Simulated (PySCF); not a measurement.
C₆ coefficients of unlike pairs at PBE

Calculated with PySCF 2.14 from the dipole response of each species, C₆(A,B) = (3/π) ∫ α_A(iu) α_B(iu) du, in atomic units, from isotropic polarisabilities. For ions this is the dispersion term alone; charge-induced terms of lower order in 1/R come first.

```tsv
species	configuration	basis	relativity	α (bohr³)	C₆ (like pair)
P³⁺	[Ne] 3s2 (1S)	dyall-av2z (13s9p2d)	none	6.630	16.38
Be⁺	[He] 2s1 (2S)	aug-cc-pVTZ (5s4p3d2f)	none	21.56	57.52
B³⁺	1s2 (1S)	aug-cc-pVTZ (5s4p3d2f)	none	0.01631	0.001527
Mg⁺	[Ne] 3s1 (2S)	aug-cc-pVDZ (5s4p2d)	none	34.50	149.9
```

Q: Estimate C₆ for Mg⁺ with Be⁺.

A: The integral gives 92.83. The combination rule 2 C_A C_B / (C_A α_B/α_A + C_B α_A/α_B) gives 92.85 and the geometric mean 92.86.

No spin-orbit coupling is included.

The other pairs:

```
    pair       C₆
Mg⁺, B³⁺   0.1439
Be⁺, P³⁺    26.96
B³⁺, P³⁺  0.07879
Mg⁺, P³⁺    43.19
B³⁺, Be⁺  0.09302
```
